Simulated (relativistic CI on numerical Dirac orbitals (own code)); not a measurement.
# Energy levels of Pb14+

Computed by Dirac-Coulomb-Breit CI, separate exchange-only KLI orbitals for each configuration, model QED, unscaled Slater integrals (own radial code, finite nucleus).

Configurations in the expansion (outside the closed core [Kr] 4d10): 4f¹⁴5s²5p⁶, 4f¹⁴5s²5p⁵5d, 4f¹⁴5s5p⁶5d, 4f¹⁴5s²5p⁵5f, 4f¹⁴5s²5p⁵5g, 4f¹⁴5s5p⁶5f, 4f¹⁴5s²5p⁵6s, 4f¹³5s²5p⁶5d, 4f¹⁴5s²5p⁵6p, 4f¹⁴5s5p⁶5g, 4f¹⁴5s²5p⁵6d, 4f¹⁴5s5p⁶6s, 4f¹³5s²5p⁶6s, 4f¹⁴5s²5p⁵7s, 4f¹⁴5s5p⁶6p, 4f¹³5s²5p⁶5f, 4f¹³5s²5p⁶6p, 4f¹⁴5s²5p⁵6f, 4f¹⁴5p⁶5d², 4f¹⁴5p⁵5d³, 4f¹⁴5p⁵5d²5f, 4f¹⁴5p⁵5d²5g, 4f¹⁴5p⁵5d²6s, 4f¹⁴5p⁶5f², 4f¹⁴5p⁵5d5f², 4f¹⁴5p⁵5f³, 4f¹⁴5p⁵5f²5g, 4f¹⁴5p⁵5f²6s. Double excitations out of closed p, d and f shells are left out; levels of such configurations are missing from the list, as are those of other unlisted configurations, and high levels can miss mixing partners. These lack a partner that the ground configuration has and come out too high: 4f¹³5s²5p⁶5d, 4f¹⁴5s²5p⁵6p, 4f¹⁴5s²5p⁵6d, 4f¹³5s²5p⁶6s, 4f¹⁴5s²5p⁵7s.

```csv
No.,Configuration,Term,J,E (cm⁻¹),%,Next component (%),jj configuration (%)
1,4f¹⁴5s²5p⁶,¹S,0,0,100,,closed (100)
2,4f¹⁴5s²5p⁵5d,³P°,0,520820,100,,5p3/2^3 5d3/2 (100)
3,4f¹⁴5s²5p⁵5d,³P°,1,534263,81,19 ³D°,5p3/2^3 5d3/2 (88)
4,4f¹⁴5s²5p⁵5d,³F°,3,548605,61,30 ¹F°,5p3/2^3 5d3/2 (99)
5,4f¹⁴5s²5p⁵5d,³D°,2,553068,53,21 ³P°,5p3/2^3 5d3/2 (94)
6,4f¹⁴5s²5p⁵5d,³F°,4,568975,100,,5p3/2^3 5d5/2 (100)
7,4f¹⁴5s²5p⁵5d,¹D°,2,578869,51,38 ³P°,5p3/2^3 5d5/2 (94)
8,4f¹⁴5s²5p⁵5d,³D°,3,599140,66,33 ¹F°,5p3/2^3 5d5/2 (99)
9,4f¹⁴5s²5p⁵5d,³D°,1,652812,57,29 ¹P°,5p3/2^3 5d5/2 (74)
10,4f¹⁴5s²5p⁵5d,³F°,2,758158,70,24 ¹D°,5p1/2 5p3/2^4 5d3/2 (99)
11,4f¹⁴5s²5p⁵5d,³D°,2,795573,41,39 ³P°,5p1/2 5p3/2^4 5d5/2 (99)
12,4f¹⁴5s²5p⁵5d,³F°,3,803333,38,37 ¹F°,5p1/2 5p3/2^4 5d5/2 (99)
13,4f¹⁴5s²5p⁵5d,¹P°,1,842434,69,24 ³D°,5p1/2 5p3/2^4 5d3/2 (85)
14,4f¹⁴5s²5p⁵6s,³P°,2,1029741,100,,5p3/2^3 6s (100)
15,4f¹⁴5s²5p⁵6s,¹P°,1,1037141,64,35 ³P°,5p3/2^3 6s (100)
16,4f¹⁴5s5p⁶5d,³D,1,1137665,67,32 4f¹⁴5s²5p⁵5f ³D,5s 5d3/2 (67)
17,4f¹⁴5s5p⁶5d,³D,2,1150784,65,26 4f¹⁴5s²5p⁵5f ³D,5s 5d3/2 (53)
18,4f¹³5s²5p⁶5d,³P°,2,1167647,76,20 ³D°,4f7/2^7 5d3/2 (95)
19,4f¹³5s²5p⁶5d,³H°,5,1176504,53,41 ¹H°,4f7/2^7 5d3/2 (99)
20,4f¹⁴5s²5p⁵6p,³P,1,1177019,44,42 ³S,5p3/2^3 6p1/2 (97)
21,4f¹⁴5s5p⁶5d,³D,3,1178690,68,22 4f¹⁴5s²5p⁵5f ³D,5s 5d5/2 (68)
22,4f¹⁴5s²5p⁵6p,³D,2,1183257,50,33 ¹D,5p3/2^3 6p1/2 (97)
23,4f¹³5s²5p⁶5d,³D°,3,1184164,45,41 ³F°,4f7/2^7 5d3/2 (99)
24,4f¹³5s²5p⁶5d,³G°,4,1188103,42,28 ³F°,4f7/2^7 5d3/2 (98)
25,4f¹³5s²5p⁶5d,³P°,1,1206238,73,26 ³D°,4f7/2^7 5d5/2 (53)
26,4f¹³5s²5p⁶5d,³H°,6,1208376,100,,4f7/2^7 5d5/2 (100)
27,4f¹³5s²5p⁶5d,¹D°,2,1211876,43,24 ³D°,4f7/2^7 5d5/2 (94)
28,4f¹³5s²5p⁶5d,³H°,4,1214179,82,16 ³F°,4f5/2^5 4f7/2^8 5d3/2 (86)
29,4f¹³5s²5p⁶5d,³D°,3,1221309,48,28 ¹F°,4f7/2^7 5d5/2 (94)
30,4f¹³5s²5p⁶5d,¹D°,2,1221567,46,45 ³F°,4f5/2^5 4f7/2^8 5d3/2 (97)
31,4f¹³5s²5p⁶5d,³F°,4,1222511,47,45 ¹G°,4f7/2^7 5d5/2 (87)
32,4f¹³5s²5p⁶5d,³G°,5,1223995,82,18 ¹H°,4f7/2^7 5d5/2 (98)
33,4f¹⁴5s²5p⁵5f,³G,5,1225616,100,,5p3/2^3 5f7/2 (100)
34,4f¹⁴5s²5p⁵5f,³G,4,1227515,59,36 ¹G,5p3/2^3 5f5/2 (99)
35,4f¹⁴5s5p⁶5d,¹D,2,1228564,81,12 4f¹⁴5s²5p⁵5f ³D,5s 5d5/2 (42)
36,4f¹³5s²5p⁶5d,³G°,3,1230934,58,41 ¹F°,4f5/2^5 4f7/2^8 5d3/2 (96)
37,4f¹³5s²5p⁶5d,³P°,0,1236192,98,2 4f¹⁴5s²5p⁵6s ³P°,4f5/2^5 4f7/2^8 5d5/2 (98)
38,4f¹⁴5s²5p⁵5f,¹F,3,1238138,38,33 ³F,5p3/2^3 5f5/2 (93)
39,4f¹³5s²5p⁶5d,¹P°,1,1240262,60,32 ³D°,4f5/2^5 4f7/2^8 5d3/2 (55)
40,4f¹⁴5s²5p⁵5f,³F,4,1245782,67,30 ¹G,5p3/2^3 5f7/2 (99)
41,4f¹⁴5s²5p⁵6s,³P°,0,1248317,98,2 4f¹³5s²5p⁶5d ³P°,5p1/2 5p3/2^4 6s (98)
42,4f¹⁴5s²5p⁵5f,³D,1,1248598,52,25 4f¹⁴5s5p⁶5d ³D,5p3/2^3 5f5/2 (52)
43,4f¹⁴5s²5p⁵6p,³D,3,1250992,85,5 4f¹⁴5s5p⁶5d ³D,5p3/2^3 6p3/2 (85)
44,4f¹⁴5s²5p⁵5f,³F,2,1251225,48,18 ³D,5p3/2^3 5f5/2 (78)
45,4f¹³5s²5p⁶5d,³D°,1,1251454,41,32 ¹P°,4f5/2^5 4f7/2^8 5d5/2 (73)
```

Energies count from the lowest computed level; ° marks odd parity. Filled j subshells are mostly left out of the jj labels.

The mean weight of the leading LS term, summed over parents, in these 45 levels is 66 %, and that of the leading jj configuration (from the same eigenvectors) 88 %, so jj coupling describes them better and the LS labels are nominal.

At this charge energies of transitions that change n are usually good to better than 1 %, and those within a shell (Δn = 0) to a few per cent. Levels and lines within the n = 5 or 6 shells can be off by up to 10 % or somewhat more, and those that change n by about 2 %, since core polarisation is missing.

LS names give the leading component of a level, which can be under half, so a name can repeat, a term be missing and a line seem to break the LS rules.
